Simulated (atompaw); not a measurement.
**Tb (Z = 65): PAW (atompaw) pseudisation with PBE, scalar-relativistic reference atom.**

atompaw 4.2.0.5 input, output lines left out:

```
Tb 65
GGA-PBE scalarrelativistic loggrid 2001 logderivrange -6 5 276
6 6 5 4 0 0
6 0 1
6 1 1
5 2 0
4 3 9
0 0 0
c
c
c
c
v
v
c
c
c
v
v
c
c
v
v
3
3.00 2.35 2.44 1.85
n
n
y
1.9
n
y
0.45
n
custom polynom vanderbiltortho sinc
bessel
2.00
3.00
2.25
2.60
3.00
3.00
0.80
0.80
```

All-electron outer shells of the reference configuration (PBE, scalar-relativistic, ld1.x):

```json
{"shell": "4p", "level (eV)": "-281.75", "outermost node (bohr)": "0.28", "outermost maximum (bohr)": "0.53"}
{"shell": "4d", "level (eV)": "-148.30", "outermost node (bohr)": "0.26", "outermost maximum (bohr)": "0.55"}
{"shell": "5s", "level (eV)": "-48.93", "outermost node (bohr)": "0.64", "outermost maximum (bohr)": "1.18"}
{"shell": "5p", "level (eV)": "-26.26", "outermost node (bohr)": "0.69", "outermost maximum (bohr)": "1.35"}
{"shell": "6s", "level (eV)": "-4.48", "outermost node (bohr)": "1.60", "outermost maximum (bohr)": "3.45"}
{"shell": "4f", "level (eV)": "-4.42", "outermost node (bohr)": "–", "outermost maximum (bohr)": "0.56"}
{"shell": "5d", "level (eV)": "-2.32", "outermost node (bohr)": "0.78", "outermost maximum (bohr)": "2.07"}
{"shell": "6p", "level (eV)": "-1.79", "outermost node (bohr)": "1.94", "outermost maximum (bohr)": "4.71"}
```

Problem. Estimate the cutoffs (Ry, on a coarse ladder) from which the occupation-weighted sum of valence levels, in a spherical-Bessel basis at the reference potential, stays within 10 and 1 mRy of its value at 400 Ry.

Solution. 300 Ry and over 300 Ry.

Problem. Does the potential have ghost states?

Solution. No extra level below or beside the all-electron valence levels (s, p, d, f tested).

Problem. Is the overlap operator S = 1 + Σ q|β⟩⟨β| positive definite (Bessel basis up to 400 Ry)?

Solution. Yes: its lowest eigenvalue is 0.51 (s channel).

Problem. Which valence shell sets the plane-wave cutoff?

Solution. 4f: its level needs over 300 Ry to come within 1 mRy, against 15 Ry for 5p.
